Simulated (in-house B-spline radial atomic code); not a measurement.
A fraction x of an electron is removed from 3d in Zn VI (Zn5+), starting from [Ar] 3d7 and keeping the highest spin. All numbers are computed (scalar-relativistic (X2C) wB97X, spin-polarised, spherical fractional occupations; Fermi nucleus of rms radius 3.9283 fm) with a B-spline radial code for spherical atoms, not measured.

Caution: exact exchange at fractional occupations of open shells leaves self-interaction of up to several eV.

```
   x  E(x) - E(0) (eV)  3d down level (eV)
   0            0.0000             -94.411
0.11           10.5223             -96.906
0.14           13.4397             -97.591
0.28           27.3270            -100.806
0.48           47.9523            -105.459
 0.5           50.0662            -105.928
0.52           52.1895            -106.398
0.63           64.0359            -108.995
0.77           79.5282            -112.329
0.94           98.9715            -116.423
   1          106.0005            -117.880
```

The exact functional would give a straight line between the two integer points. Deviations E(x) - E(0) - x[E(1) - E(0)], in eV: -1.138 at x = 0.11, -1.4 at x = 0.14, -2.353 at x = 0.28, -2.928 at x = 0.48, -2.934 at x = 0.5, -2.931 at x = 0.52, -2.744 at x = 0.63, -2.092 at x = 0.77, -0.669 at x = 0.94.

The curve lies below the straight line by up to 2.934 eV (at x = 0.5): convex, the delocalisation error, to which spherically averaged exact exchange adds.

(1) How well does Slater's transition state (minus the level at half occupation) give the ionisation energy?

## Answers

(1) It gives 105.928 eV against 106.001 eV from the two total energies; NIST lists 108.00 eV, ground level to ground level. The end point has an open shell averaged over its orbitals, so its exact exchange keeps a self-interaction and this is no true integer point.
